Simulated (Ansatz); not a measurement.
Program: Ansatz. Geometries: PBE0-D4/def2-TZVP. ΔE: electronic, gas phase. CCSD(T)/CBS is the MP2 limit (def2-TZVPP, def2-QZVPP) plus CCSD(T) − MP2 in def2-TZVPP, frozen cores. This one scheme is used for every species. Functionals use def2-TZVPP. For Ge outer-core shells are correlated without core-valence functions, which leaves a few kJ/mol of doubt a bond. Scalar relativity is left out up to krypton. Each species was taken in one conformer, which may not be the lowest.

`[GeH3][GeH2][GeH2][GeH2][GeH2][GeH3]` + H₂ → `[GeH3][GeH3]` + `[GeH3][GeH2][GeH2][GeH3]`  (hydrogenolysis of a Ge–Ge bond)

| level | ΔE (kJ/mol) |
| --- | --- |
| PBE-D4 | 35.5 |
| PBE0 | 15.5 |

Question: What does CCSD(T)/CBS give? (Best estimate.)

Answer: Computed: +33.3 kJ/mol. The listed levels differ from it by 2.2, -17.8 kJ/mol.

Largest T1 diagnostic among the species: 0.012.

At CCSD(T), def2-SVP lies −18.6 kJ/mol from the extrapolated value and def2-TZVPP −1.8 kJ/mol. The D4 term adds +27.9 kJ/mol with B3LYP and +16.6 kJ/mol with PBE0; it sums over pairs of atoms, weighted by their polarisabilities, and B3LYP, whose exchange is more repulsive, gets the larger term. Leaving LDA and LC-ωPBE aside and taking each functional with its dispersion term where it has one, the values, not all of them listed here, spread over 27.3 kJ/mol, from B97M-V to revPBE-D4. LDA lies +8.7 kJ/mol from PBE without D4.

B3LYP here is the variant with VWN-RPA as its local correlation; programs differ in this.
